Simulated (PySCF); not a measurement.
NMR data simulated for an unnamed compound:

¹H NMR (500 MHz, computed): δ 5.28 (m, 1H), 2.92 (m, 1H), 1.69 (m, 1H), 1.56 (m, 1H), 1.40 (d, 1H), 1.38 (d, 3H), 1.15 (m, 1H).

¹³C{¹H} NMR (computed): δ 92.3 (C), 78.1 (CH), 29.4 (CH), 26.5 (CH3), 22.8 (CH), 7.9 (CH2).

Level of theory: geometry: GFN2-xTB, GIAO PBE0/pcSseg-1 shieldings, in PySCF (gas phase, averaged over atoms made equivalent by symmetry, fast rotation or ring inversion, non-relativistic Hamiltonian, a single conformation).

Referencing at the same level of theory: ¹H (σ = 31.72 ppm) and ¹³C (σ = 186.93 ppm) vs TMS.

Which of these does the molecule contain: a C≡C triple bond, a non-aromatic C=C double bond, a three-membered ring, a Si–H bond, an aldehyde, a vinyl group CH=CH2?

Answers


- A C≡C triple bond: yes (δC 78.1, 92.3; δH 1.40 (d)).
- A non-aromatic C=C double bond: no.
- A three-membered ring: yes.
- A Si–H bond: yes (δH 5.28 (m)).
- An aldehyde: no.
- A vinyl group CH=CH2: no.

The data belong to `C#C[C@@H](C)[C@@H]1C[Si@H]1F`, C₆H₉FSi; they needn't prove each group on their own.

Carbon signals by region: 2 at 50–100 ppm, 4 below 50 ppm.

Splittings by ¹⁹F in the carbon and heteronuclear signals aren't shown, as no couplings were computed. Shifts are as computed. Against solution values, carbons near 30 ppm lie about +3 ppm off and those near 130 ppm about +5 ppm. Of 1309 compounds with measured shifts, 239 miss one by over three times the rms of a fit or turn the order of signals round; such compounds aren't used in these exercises. Multiplicities follow the n + 1 count of equivalent neighbours, as no J values were calculated; m marks all less simple cases, F and P coupling included.
